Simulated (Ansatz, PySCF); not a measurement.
N-silylprop-2-yn-1-amine (C₃H₇NSi), SMILES C#CCN[SiH3]. Atoms are numbered in the order given.

```xyz
12

C      2.2021     1.5914     0.3593
C      1.5884     0.5535     0.4740
C      0.8280    -0.6985     0.5765
N     -0.1771    -0.8925    -0.4461
Si    -1.7428    -0.1354    -0.3876
H      2.7450     2.5134     0.2620
H      0.3400    -0.7333     1.5666
H      1.5393    -1.5437     0.5741
H      0.2261    -1.0301    -1.3677
H     -2.3293    -0.4254     0.9561
H     -2.5652    -0.7488    -1.4718
H     -1.7626     1.3530    -0.5756
```

Geometry: PBE0-D3(BJ)/def2-SVP. Other conformers were not sampled.

Two levels are set side by side: PBE-D3(BJ)/def2-SVP (Ansatz, a first-principles code) and PBE0-D3(BJ)/def2-SVP (Ansatz). Each level has its own optimised geometry; the coordinates shown are those of the second. Frequencies come from the Hessian of PySCF at each geometry. Differences are taken from unrounded values.

| quantity | PBE0-D3(BJ) |
|---|---|
| mean bond length (Å) | 1.332 |
| bond C1–C2 (Å) | 1.211 |
| bond C2–C3 (Å) | 1.468 |
| bond C3–N4 (Å) | 1.447 |
| bond N4–Si5 (Å) | 1.740 |
| bond C1–H6 (Å) | 1.074 |
| bond C3–H7 (Å) | 1.104 |
| bond C3–H8 (Å) | 1.105 |
| bond N4–H9 (Å) | 1.015 |
| bond Si5–H10 (Å) | 1.494 |
| bond Si5–H11 (Å) | 1.493 |
| bond Si5–H12 (Å) | 1.500 |
| highest harmonic wavenumber (cm⁻¹) | 3623 |
| mean harmonic wavenumber (cm⁻¹) | 1305 |
| zero-point energy (kcal/mol) | 55.98 |

**Question.** What does PBE-D3(BJ) give, and how far is it from PBE0-D3(BJ)? (Estimate from the structure and the level; the computed values follow.)

**Answer.** 
```csv
quantity,PBE-D3(BJ),PBE-D3(BJ) minus PBE0-D3(BJ)
mean bond length (Å),1.342,0.010
bond C1–C2 (Å),1.223,0.012
bond C2–C3 (Å),1.472,0.003
bond C3–N4 (Å),1.460,0.013
bond N4–Si5 (Å),1.755,0.015
bond C1–H6 (Å),1.081,0.007
bond C3–H7 (Å),1.113,0.009
bond C3–H8 (Å),1.114,0.009
bond N4–H9 (Å),1.025,0.010
bond Si5–H10 (Å),1.505,0.010
bond Si5–H11 (Å),1.503,0.010
bond Si5–H12 (Å),1.512,0.012
highest harmonic wavenumber (cm⁻¹),3492,-130
mean harmonic wavenumber (cm⁻¹),1259,-46
zero-point energy (kcal/mol),54.00,-1.98
```

GGA bonds tend to be longer and softer than those of functionals with exact exchange. Differences between two approximate levels are no errors against the true value.
